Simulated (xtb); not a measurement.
Si(H)2(Cl)(NH2) (ClH₄NSi), SMILES Cl[SiH2]N. All values are semi-empirical tight-binding results from xtb (GFN2-xTB unless named), good for trends rather than for accurate numbers. Coordinates come from a GFN2-xTB optimisation. One conformer was computed; it need not be the lowest.

```yaml
orbital_gap: 6.02 eV
dipole_moment: 2.95 D
zero_point_energy: 26.8 kcal/mol
G − E(el) at 298.15 K (modified RRHO): 9.3 kcal/mol
static polarisability (D4 model): 54.1 bohr³
solvation energy, GFN2-xTB/ALPB(water): -3.1 kcal/mol
solvation energy, GFN2-xTB/ALPB(hexane): -2.4 kcal/mol
```
